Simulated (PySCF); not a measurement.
A side-by-side comparison of computed properties.

First species: C5H7FOS.
SMILES: `O=[S@@]1C=CCC[C@H]1F`

Second species: C3H4O3S.
SMILES: `O=S(=O)(O)C1=CC1`

Levels: PBE0/def2-SVPD for HOMO energy, LUMO energy, HOMO–LUMO gap and static isotropic polarisability; TDDFT PBE0/def2-SVPD for lowest singlet excitation; TDA PBE0/def2-SVPD for lowest triplet excitation (Tamm–Dancoff). Geometries: GFN2-xTB. Each species is one conformer at its optimised geometry, gas phase, non-relativistic unless stated. Electronic properties by PySCF.

Dipoles, sizes and rotational constants follow the conformer. The torsions of the flexible species, by atom-mapped SMILES:
- `[O:1]=[S:2](=[O:3])([OH:4])[C:5]1=[CH:6][CH2:7]1`: O1–S2–C5–C6 -29°, H–O4–S2–O1 -8°

The conformers of `O=[S@@]1C=CCC[C@H]1F` aren't listed.

Problem. Which has the higher HOMO–LUMO gap?

Solution. The second: 6.79 eV against 5.97 eV, a difference of 0.82 eV.

Problem. Which of the two has the higher S1 energy, and by how much?

Solution. The second: 5.92 eV against 4.50 eV, a difference of 1.42 eV.

Problem. Which has the higher static isotropic polarisability?

Solution. The first: 80.1 au against 63.6 au, a difference of 16.5 au.

Problem. Which has the higher T1 energy?

Solution. The first: 4.07 eV against 3.74 eV, a difference of 0.33 eV.

Problem. Which has the higher HOMO energy?

Solution. The first: -6.97 eV against -8.23 eV, a difference of 1.26 eV.

Problem. Which of the two has the higher LUMO energy, and by how much?

Solution. The first: -1.00 eV against -1.44 eV, a difference of 0.44 eV.

On the first: S1 lies 1.47 eV below the HOMO–LUMO gap; its leading configuration is HOMO→LUMO, weight 0.98. The principal polarisabilities are 66.7, 80.0 and 93.5 au; their mean is the isotropic value.

On the second: The vertical singlet–triplet gap S1 − T1 is 2.18 eV (TDDFT singlet less Tamm–Dancoff triplet; S1: HOMO−1→LUMO, weight 0.77; T1: HOMO→LUMO, weight 0.94). The polarisability is 9.43 Å³ as a volume (1 au = 0.148185 Å³), or 1.03 au for each of the 62 electrons.
